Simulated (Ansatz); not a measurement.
Sn(vinyl)H3 (C₂H₆Sn). Charge 0, multiplicity 1. Geometry PBE0-D4/def2-TZVP, basis def2-TZVP, Ansatz.

```json
{"run": "A", "HOMO (eV)": "-6.65", "LUMO (eV)": "-1.19"}
{"run": "B", "HOMO (eV)": "-6.82", "LUMO (eV)": "-1.33"}
{"run": "C", "HOMO (eV)": "-7.03", "LUMO (eV)": "-1.11"}
{"run": "D", "HOMO (eV)": "-7.93", "LUMO (eV)": "-0.31"}
{"run": "E", "HOMO (eV)": "-7.70", "LUMO (eV)": "-0.54"}
```

In the def2 sets Sn takes a core potential; there is no spin–orbit coupling. B3LYP takes the VWN-RPA correlation. Another isomer (singlet) lies 1.20 eV lower at PBE0-D4/def2-TZVP; other spin states weren't run for this one.

**Question.** The runs used B3LYP, BLYP, PBE, PBE0, r2SCAN. Estimate which is which.

**Answer.** A BLYP (0 % exact exchange); B PBE (0 % exact exchange); C r2SCAN (0 % exact exchange); D PBE0 (25 % exact exchange); E B3LYP (20 % exact exchange). Exact exchange lowers occupied and raises empty levels; among semilocal functionals meta-GGAs tend to open the gap a little, and such runs are hard to tell apart. The gap grows from 5.46 eV (BLYP) to 7.62 eV (PBE0).
